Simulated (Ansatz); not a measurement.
Agn (charge -1): PBE0-D4/def2-TZVPD single points in Ansatz on relaxed structures, gas phase. Each cluster is the lowest isomer that a short search found in that spin, judged at the geometry's level, and lower ones may exist. Core potentials for Ag, no spin–orbit coupling. HOMO and LUMO are taken over both spins. Singlets are spin-restricted. The spins of the ions were chosen, not always searched. A dash marks a value that wasn't run or was left out as unsound. The structures are stationary points that may keep the symmetry of their start. Remarks come from the PBE and PBE0 runs and from stability tests at other levels; not every state was tested. A HOMO above zero means that the electron is unbound at that level and held by the basis, or that self-interaction error raises the level; the energy of removing that electron tells which. HOMO above LUMO (over both spins in singlets and doublets, within one spin in higher multiplets; at PBE or PBE0), or a gap under 0.15 eV within one spin, warns that the state may not be the lowest or that an electron is smeared out.

| species | atoms | state | geometry | HOMO (eV) | vertical IE (eV) | lowest of the spins relaxed | point group (within 0.1 Å) | remarks |
| --- | --- | --- | --- | --- | --- | --- | --- | --- |
| Ag3⁻ | 3 | singlet | PBE-D4/def2-TZVPD | -0.68 | 2.13 | singlet, of singlet/triplet/quintet | D∞h | HOMO above zero (triplet), HOMO above zero (quintet), gap within one spin near zero at PBE or PBE0 (quintet) |
| Ag4⁻ | 4 | doublet; oxidised ion singlet | r2SCAN-D4/def2-SVPD | -0.18 | 1.54 | doublet, of doublet/quartet | D2h | HOMO above zero at PBE or PBE0, HOMO above zero (quartet) |
| Ag6⁻ | 6 | doublet; oxidised ion singlet | PBE0-D4/def2-SVPD | -0.70 | – | – | C2v | restricted singlet, untested (neutral singlet) |
